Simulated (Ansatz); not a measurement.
Molecule: sum formula SiH₃Br, net charge 0, singlet state. 
Geometry from a B3LYP-D3(BJ)/def2-TZVP (Ansatz, a program for electronic structure) optimisation:
```xyz
5

Si    -1.4775    -0.0217     0.0219
Br     0.7574     0.0111    -0.0112
H     -1.9632     1.3690    -0.0622
H     -1.9472    -0.8065    -1.1360
H     -1.9135    -0.6482     1.2847
```
Charge 0, spin multiplicity 1.

Total electronic energies in hartree. Valence correlation only, unless marked. Spin-orbit coupling is left out. Frozen are the shells of the preceding noble gas and the d and f shells that filled before the atom's block. Non-relativistic. CBS(X,Y): correlation extrapolated as X^-3; Hartree-Fock from the larger set.

```json
[
 {"level": "HF/def2-QZVPP", "program": "Ansatz", "energy (Eh)": "-2863.20832"},
 {"level": "RI-HF/def2-TZVPP", "program": "Ansatz", "energy (Eh)": "-2863.14953"},
 {"level": "revPBE-D3(BJ)/def2-TZVPD", "program": "Ansatz + dftd3", "energy (Eh)": "-2865.22028"},
 {"level": "B3LYP-D3(BJ)/def2-TZVPD", "program": "Ansatz + dftd3", "energy (Eh)": "-2865.55631"},
 {"level": "B3LYP-D4/def2-TZVPD", "program": "Ansatz + dftd4", "energy (Eh)": "-2865.55500"},
 {"level": "B3LYP/def2-TZVPD", "program": "Ansatz", "energy (Eh)": "-2865.55017"},
 {"level": "PBE0/def2-TZVPD", "program": "Ansatz", "energy (Eh)": "-2865.07224"},
 {"level": "BHLYP-D4/def2-TZVPD", "program": "Ansatz + dftd4", "energy (Eh)": "-2865.49306"},
 {"level": "r2SCANh/def2-TZVPD", "program": "Ansatz", "energy (Eh)": "-2865.44991"},
 {"level": "HSE06-D4/def2-TZVPD", "program": "Ansatz + dftd4", "energy (Eh)": "-2865.07197"},
 {"level": "CAM-B3LYP-D4/def2-TZVPD", "program": "Ansatz + dftd4", "energy (Eh)": "-2865.62870"},
 {"level": "wB97M-V/def2-TZVPD", "program": "Ansatz", "energy (Eh)": "-2865.31989"},
 {"level": "RPA@PBE/def2-TZVPP", "program": "Ansatz", "energy (Eh)": "-2863.65772"},
 {"level": "MP2/STO-3G", "program": "Ansatz", "energy (Eh)": "-2832.09825"},
 {"level": "MP2/def2-SVP", "program": "Ansatz", "energy (Eh)": "-2862.95150"},
 {"level": "MP2/def2-QZVPP", "program": "Ansatz", "energy (Eh)": "-2863.52757"},
 {"level": "RI-MP2/def2-TZVPPD", "program": "Ansatz", "energy (Eh)": "-2863.44285"},
 {"level": "RI-MP2/CBS(def2-TZVPPD,def2-QZVPPD)", "program": "Ansatz", "energy (Eh)": "-2863.5475"},
 {"level": "SCS-MP2/def2-SVP", "program": "Ansatz", "energy (Eh)": "-2862.95617"},
 {"level": "CCSD/def2-TZVPP", "program": "Ansatz", "energy (Eh)": "-2863.47759"},
 {"level": "CCSD(T)/6-31G*", "program": "Ansatz", "energy (Eh)": "-2863.03279"},
 {"level": "CCSD(T)/def2-TZVPPD", "program": "Ansatz", "energy (Eh)": "-2863.49082"},
 {"level": "CCSD(T)/CBS(def2-TZVPPD,def2-QZVPPD)", "program": "Ansatz", "energy (Eh)": "-2863.5940"}
]
```

Totals of different functionals don't rank their quality; only differences between species are comparable.
